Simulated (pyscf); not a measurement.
# `[SiH3][AsH][SiH3]`, singlet

Gas-phase minimum from PySCF at ωB97X-D3(BJ)/def2-SVP, one conformer. 

```xyz
10

Si    -1.1055     0.9169     0.7076
As     0.3039     0.1865    -1.0229
Si    -0.7442    -1.9119    -1.1379
H     -0.5876     2.2012     1.2594
H     -2.4567     1.1458     0.1189
H     -1.2224    -0.0798     1.8114
H      1.3795    -0.3004    -0.0661
H     -0.9019    -2.5482     0.2020
H     -2.0947    -1.7062    -1.7368
H      0.0500    -2.8147    -2.0191
```

Bonded distances (Å): Si1–As2 2.348, Si1–H4 1.491, Si1–H5 1.492, Si1–H6 1.492, As2–Si3 2.348, As2–H7 1.520, Si3–H8 1.492, Si3–H9 1.492, Si3–H10 1.491. Angles (°): As2–Si1–H4 109.4, As2–Si1–H5 107.5, As2–Si1–H6 112.6, H4–Si1–H5 109.2, H4–Si1–H6 109.2, H5–Si1–H6 108.9, Si1–As2–Si3 92.6, Si1–As2–H7 93.5, Si3–As2–H7 93.5, As2–Si3–H8 112.6, As2–Si3–H9 107.5, As2–Si3–H10 109.4, H8–Si3–H9 108.9, H8–Si3–H10 109.2 (the first ones only).

Properties at ωB97X-D3(BJ)/def2-SVP:

```yaml
harmonic_wavenumbers_unscaled: 60, 100, 137, 377, 391, 466, 472, 546, 612, 709, 739, 892, 931, 950, 957, 960, 964, 2245, 2250, 2254, 2254, 2261, 2261, 2267 cm⁻¹
zero_point_energy: 37.2 kcal/mol
rotational_symmetry_number: 1
Entropy of this conformer at 298 K and 1 atm, rigid rotor and harmonic oscillator, modes under 100 cm⁻¹ raised to 100: 348.6 J/(mol K)
dipole_moment: 0.57 D
```

Single-point totals, which compare only within one level (frozen core for MP2 and CC):

| level | total energy (hartree) |
|---|---|
| ωB97X-D3(BJ)/def2-TZVP | -2819.10567 |
| PBE/def2-TZVP | -2818.43748 |
| r²SCAN/def2-TZVP | -2819.02508 |
| B3LYP-D3(BJ)/def2-TZVP | -2819.20109 |
| PBE0-D3(BJ)/def2-TZVP | -2818.57772 |
| M06-2X/def2-TZVP | -2819.04295 |
| ωB97M-D3(BJ)/def2-TZVP | -2819.18599 |
| HF/def2-TZVPP | -2816.16940 |
| MP2/def2-TZVPP | -2816.70542 |
| CCSD/def2-TZVPP | -2816.75715 |
| CCSD(T)/def2-TZVPP | -2816.77844 |

Soft torsions are taken as harmonic, which can shift the entropy by several J/(mol K). The CCSD(T) − MP2 part came from Ansatz, without density fitting, on the same reference. The frozen core leaves the outer d or s,p core shells of the metals and heavy elements correlated in the MP2 and CC values, and def2-TZVPP describes them poorly, so these totals are far from the basis limit. Elements up to Kr have no core potential and no relativistic terms here.
